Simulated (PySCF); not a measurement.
## Working out the ionisation energy of Gd

Gd [Xe] 4f7 5d1 6s2 (9D) → Gd⁺ [Xe] 4f7 5d1 6s1 (10D). All numbers are calculated (PySCF 2.14, scalar relativity by spin-free X2C-1e, in cc-pVDZ-X2C (8s7p5d3f1g, 84 functions)). Frozen: [Ar] 3d10. Energies in hartree (1 hartree = 27.21139 eV):

```tsv
part	Gd (lower)	Gd⁺ (upper)
UHF	-11266.742084	-11266.560441
MP2 opposite-spin	-0.488082	-0.458358
MP2 same-spin	-0.372183	-0.364912
```

Problem. What does Hartree-Fock give?

Solution. (-11266.560441) − (-11266.742084) = 0.181643 hartree = 4.943 eV.

Problem. What do MP2 and SCS-MP2 (6/5 opposite-spin, 1/3 same-spin) give?

Solution. The opposite-spin parts differ by 0.809 eV and the same-spin parts by 0.198 eV. MP2: 4.943 + (0.809) + (0.198) = 5.950 eV. SCS-MP2: 4.943 + 1.2 × (0.809) + (0.198)/3 = 5.980 eV.

Measured between the centres of the two terms (NIST): 6.163 eV, so MP2 (valence and next inner shell) is off by -0.213 eV.

A double-zeta basis recovers only part of the correlation energy.

What remains against the reference includes basis incompleteness, the frozen core and correlation beyond second order.
